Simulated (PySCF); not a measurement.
How methods differ on the interval between two levels of Nb

Nb [Kr] 4d4 5s1 [6D9/2, M_J = 9/2] → Nb [Kr] 4d5 [6S5/2, M_J = 5/2], as a difference of total energies. All numbers are calculated (PySCF 2.14, the two-component X2C-1e Hamiltonian, in x2c-SVPall-2c with one added diffuse shell each of s, p, d type (7s9p7d1f, 76 functions)). Correlated levels: [Ar] 3d10 frozen; the 6 highest virtual spinors dropped. "Screened" scales the spin-orbit matrix elements by Boettger's factors to mimic the two-electron term; Breit and QED terms are absent.

```json
{"method": "GHF (spin-free)", "interval between two levels (cm⁻¹)": "13016"}
{"method": "GMP2 (spin-free)", "interval between two levels (cm⁻¹)": "11257"}
{"method": "GHF (screened spin-orbit)", "interval between two levels (cm⁻¹)": "12611"}
{"method": "GMP2 (screened spin-orbit)", "interval between two levels (cm⁻¹)": "10810"}
```

The labels give the starting determinants; with spin-orbit coupling the two ends relaxed to ⟨J²⟩ = 24.76, ⟨L²⟩ = 6.03, ⟨S²⟩ = 8.75 and ⟨J²⟩ = 8.75, ⟨L²⟩ = 0.01, ⟨S²⟩ = 8.76.
